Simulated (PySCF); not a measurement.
# Electron correlation in Zr²⁷⁺ (zirconium, charge +27)

[Ne] 3s2 3p1, 2P determinant. Computed with PySCF 2.14 in an uncontracted even-tempered set (16 s from 3.1 bohr⁻², ratio 2.5; 11 p from 4.1 bohr⁻², ratio 2.5; 5 d from 18 bohr⁻², ratio 2.7; 4 f from 27 bohr⁻², ratio 2.7), with no relativity, point nucleus. Frozen: 1s2; 11 electrons correlated; the 20 highest virtual orbitals of each spin left out.

| level | correlation energy (mhartree) |
| --- | --- |
| CCSD | -485.53 |
| (T) | -2.04 |
| CCSD(T) | -487.57 |

Diagnostics: T1 = 0.0015, D1 = 0.0065, largest double amplitude 0.086.

**Question.** Is a single reference adequate?

**Answer.** Mostly. T1 lies below 0.03, but a double amplitude of this size points to a near-degeneracy that CCSD handles and MP2 describes poorly.

At this charge a non-relativistic calculation is a model, useful for the Z dependence of the correlation energy.
